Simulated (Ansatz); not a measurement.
Cost and result for the atomization energy of C2H7AlSi, SMILES `[CH2]1C[SiH2][AlH]1` (11 atoms, 11 bonds).

```xyz
11

C    -1.068   -0.524   -0.399
C    -0.044   -0.658    0.763
Si    1.410    0.487    0.252
Al   -0.507    1.275   -1.004
H    -2.098   -0.747   -0.111
H    -0.813   -1.231   -1.200
H    -0.469   -0.246    1.684
H     0.239   -1.692    0.980
H     2.146    1.131    1.379
H     2.417   -0.266   -0.557
H    -1.212    2.470   -1.787
```

Total charge 0; spin multiplicity 1. The structure was optimised at the PBE0-D4/def2-TZVP level. Program: Ansatz. All runs use 2 threads of an AMD EPYC 9R14 on a shared host. Times are those of one run each, without the atoms' runs, and a repeat can differ threefold. Electronic energies, without spin–orbit coupling; frozen cores. CCSD(T)/CBS adds CCSD(T) − MP2 in def2-TZVPP to the MP2 limit, and its time is that of the two runs behind it. T1 = 0.012.

CCSD(T)/CBS is a level of theory with its own doubt, some kJ/mol a heavy atom from the limit and from the frozen cores, so smaller differences don't rank the functionals.

```tsv
level	functions	wall time
LDA (SPW92)/def2-TZVPP	244	1.4 s
revPBE-D4/def2-TZVPP	244	2.1 s
BLYP-D4/def2-TZVPP	244	2.4 s
PBE-D4/def2-TZVPP (with forces)	244	2.6 s
CCSD(T)/def2-SVP	99	2.9 s
CAM-B3LYP-D4/def2-TZVPP	244	3.6 s
r2SCANh-D4/def2-TZVPP	244	4.8 s
B2PLYP/def2-TZVPP	244	5.5 s
PBE-QIDH/def2-TZVPP	244	5.5 s
ωB97X-V/def2-TZVPP	244	7.5 s
MP2/def2-QZVPP	464	20 s
CCSD(T)/def2-TZVPP	244	4.2 min
CCSD(T)/CBS(def2)	–	4.5 min
```

Task: What atomization energy does each give, and how far from CCSD(T)/CBS? (Best estimate.)

Result: Computed: 
```json
{"level": "LDA (SPW92)/def2-TZVPP", "atomization (kcal/mol)": "990.5", "difference from CCSD(T)/CBS": "108.6", "per bond": "9.9"}
{"level": "revPBE-D4/def2-TZVPP", "atomization (kcal/mol)": "873.0", "difference from CCSD(T)/CBS": "-8.9", "per bond": "-0.8"}
{"level": "BLYP-D4/def2-TZVPP", "atomization (kcal/mol)": "871.3", "difference from CCSD(T)/CBS": "-10.6", "per bond": "-1.0"}
{"level": "PBE-D4/def2-TZVPP (with forces)", "atomization (kcal/mol)": "889.1", "difference from CCSD(T)/CBS": "7.2", "per bond": "0.6"}
{"level": "CCSD(T)/def2-SVP", "atomization (kcal/mol)": "836.6", "difference from CCSD(T)/CBS": "-45.3", "per bond": "-4.1"}
{"level": "CAM-B3LYP-D4/def2-TZVPP", "atomization (kcal/mol)": "882.8", "difference from CCSD(T)/CBS": "0.9", "per bond": "0.1"}
{"level": "r2SCANh-D4/def2-TZVPP", "atomization (kcal/mol)": "882.0", "difference from CCSD(T)/CBS": "0.1", "per bond": "0.0"}
{"level": "B2PLYP/def2-TZVPP", "atomization (kcal/mol)": "869.6", "difference from CCSD(T)/CBS": "-12.3", "per bond": "-1.1"}
{"level": "PBE-QIDH/def2-TZVPP", "atomization (kcal/mol)": "878.9", "difference from CCSD(T)/CBS": "-3.0", "per bond": "-0.3"}
{"level": "ωB97X-V/def2-TZVPP", "atomization (kcal/mol)": "887.1", "difference from CCSD(T)/CBS": "5.2", "per bond": "0.5"}
{"level": "MP2/def2-QZVPP", "atomization (kcal/mol)": "877.3", "difference from CCSD(T)/CBS": "-4.6", "per bond": "-0.4"}
{"level": "CCSD(T)/def2-TZVPP", "atomization (kcal/mol)": "861.2", "difference from CCSD(T)/CBS": "-20.7", "per bond": "-1.9"}
{"level": "CCSD(T)/CBS(def2)", "atomization (kcal/mol)": "881.9", "difference from CCSD(T)/CBS": "0.0", "per bond": "0.0"}
```

From r2SCAN to r2SCAN0 (25 % exact exchange), in def2-TZVPP and without D4, the atomization energy moves by −7.3 kcal/mol: exact exchange takes away binding that semilocal exchange gives to molecules. At CCSD(T), def2-SVP lies −45.4 kcal/mol from the extrapolated value and def2-TZVPP −20.8 kcal/mol: correlation converges slowly with the basis, and small sets miss more of it in the bonded molecule than in its fragments. Leaving LDA and LC-ωPBE aside and taking each functional with its dispersion term where it has one, the values, not all of them listed here, spread over 24.7 kcal/mol, from BHLYP-D4 to B97M-V. LDA lies +106.9 kcal/mol from PBE without D4, its usual overbinding.
